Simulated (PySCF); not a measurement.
```xyz
4
charge -1 multiplicity 1, angstrom
Hg    0.0000    0.0000    0.0000
H     1.7638    0.0000    0.0000
H    -0.8819    1.5275    0.0000
H    -0.8819   -1.5275    0.0000
```

Computed with PBE0 in PySCF with Hg def2-TZVPD with ECP60, H def2-TZVPD; scalar-relativistic core potentials, no spin–orbit coupling; density-fitted integrals.

This geometry of HgH₃⁻ is a stationary point at this level.

(1) What is the point group?

(2) Is it a minimum?

(3) List the harmonic modes with their infrared intensities.

(4) What are the dipole moment and the gap between the highest occupied and lowest empty levels?

Results:

(1) D3h.

(2) Yes: all harmonic wavenumbers are real.

(3) 
| symmetry | ω (cm⁻¹) | IR (km/mol, summed over degenerate members) | type |
| --- | --- | --- | --- |
| e' | 371 | 615 | bend |
| a2'' | 616 | 228 | bend |
| e' | 1500 | 1811 | stretch |
| a1' | 1607 | 0.0 | stretch |

(4) 0.00 D about the centre of mass and 4.80 eV.

Only a few start shapes were tried, so a lower isomer may exist. The lowest empty level of this anion is unbound, so it and the gap depend on the basis. With an element this heavy the missing spin–orbit coupling can shift these numbers.
